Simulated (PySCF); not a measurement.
Molecule: `Fc1c(C(C)=S)nc[nH]1`, C$_{5}$H$_{5}$FN$_{2}$S.

Cartesian coordinates in Å; atom numbers follow the order of the lines, from 1:
```xyz
14

C     2.2465    0.6184   -0.2358
C     1.3450   -0.4757    0.2154
S     1.9194   -1.8833    0.8169
C    -0.0647   -0.2252    0.0931
N    -0.5543    0.9585   -0.4081
C    -1.8440    0.8766   -0.3897
N    -2.2742   -0.3204    0.1054
C    -1.1507   -1.0189    0.4116
F    -1.2591   -2.2348    0.9174
H     3.2865    0.3339   -0.1049
H     2.0321    1.5245    0.3296
H     2.0498    0.8458   -1.2827
H    -2.5126    1.6456   -0.7189
H    -3.2203   -0.6454    0.2285
```

Frames of a GFN2-xTB Langevin trajectory at 600 K; GIAO PBE0/pcSseg-1 shieldings in PySCF 2.14, gas phase, non-relativistic; equivalent atoms averaged within each frame.

Scale: ¹³C (σref 186.93), ¹H (σref 31.72) against TMS; ³³S (σref 503.73) against CS2; NH3 for ¹⁵N (σref 267.73); ¹⁹F (σref 170.95) against CFCl3 (reference shieldings calculated alike). The references are static minima.

Question: How do the shifts (ppm) fluctuate along the trajectory?

Answer: 
```csv
time (fs),C2,C8,C4,C6,C1,S3,N5,N7,F9,H14
250,271.8,167.9,144.0,123.1,45.4,1068,300.3,168.7,-142.0,7.61
425,233.1,157.8,136.1,128.4,30.3,915,308.7,177.6,-133.1,8.39
625,249.4,161.3,130.5,124.0,43.9,911,306.1,190.5,-140.1,9.48
800,220.8,177.6,135.1,112.4,45.6,811,279.2,187.8,-126.0,10.67
1000,277.7,166.2,131.0,127.5,45.2,1074,306.7,196.9,-112.5,8.14
mean of frames,250.6,166.2,135.3,123.1,42.1,956,300.2,184.3,-130.8,8.86
standard deviation,24.4,7.5,5.4,6.4,6.6,113,12.2,11.2,12.0,1.22
```

5 frames give an uncertainty of the mean of about the standard deviation over 2.2 at best, since frames this close in time may not be independent; classical motion lacks zero-point vibration, and the reference would need the same averaging.
